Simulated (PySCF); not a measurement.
## Worked example: chemical shift, span and skew from a shielding tensor

C₂H₇BO₂, SMILES CCB(O)O. Atoms are numbered in the order given.

```xyz
12

B      0.0016     0.5943     0.0000
C      0.7721    -0.7855     0.0000
C     -0.1113    -2.0264     0.0000
H      1.4506    -0.7969     0.8744
H      1.4506    -0.7969    -0.8744
H     -0.7685    -2.0456    -0.8825
H     -0.7685    -2.0456     0.8825
H      0.4785    -2.9562     0.0000
O     -1.3573     0.6084     0.0000
H     -1.6969     1.5106     0.0000
O      0.6425     1.8051     0.0000
H      1.5998     1.7225     0.0000
```
Charge 0, spin multiplicity 1.

The structure is a stationary point at PBE0-D3(BJ)/def2-SVP. One conformer was computed; it need not be the lowest.

GIAO shieldings from B3LYP/pcSseg-1 run with PySCF, non-relativistic, no solvent. The symmetric part of the tensor of C3 has the principal values 161.0, 166.6, 178.8 ppm. The same nucleus in TMS has σ = 181.3 ppm at this level (PySCF, at its B3LYP-D3(BJ)/def2-TZVP geometry).

### Question
Work out the isotropic shielding, the ¹³C shift against TMS, the span and the skew.

### Answer

σ(iso) = (σ11 + σ22 + σ33)/3 = 168.8 ppm. δ = σ(ref) − σ(iso) = 181.3 − (168.8) = 12.5 ppm.
Span Ω = σ33 − σ11 = 17.8 ppm. Skew κ = 3(σ(iso) − σ22)/Ω = 0.37. Tumbling in solution averages the tensor to δ; in a static solid the shielding alone would spread this spin-1/2 line over Ω.
